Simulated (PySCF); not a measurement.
BHN, SMILES [B]=N, multiplicity 2. Atoms are numbered in the order given.

```xyz
3

B      0.0000     0.0000     0.8359
N      0.0000     0.0000    -0.3983
H      0.0000     0.0000    -1.3917
```
Charge 0, spin multiplicity 2.

The structure is a stationary point at B3LYP-D3(BJ)/def2-TZVPD. The isomer is the one that the SMILES or the coordinates give; other isomers of the formula were not compared.

Method: PySCF with B3LYP/pcH-1.

Unrestricted Kohn–Sham, ⟨S²⟩ = 0.761. Hyperfine tensors hold the contact and dipolar terms, without spin-orbit corrections.

Computed hyperfine couplings:
```csv
nucleus,A(iso) (MHz),A(iso) (G),dipolar principal values (MHz)
11B no. 1,1121.1,400.0,"-26.3, -26.3, 52.6"
14N no. 2,46.9,16.7,"-5.8, -5.8, 11.7"
1H no. 3,27.7,9.9,"-0.7, -0.7, 1.3"
```
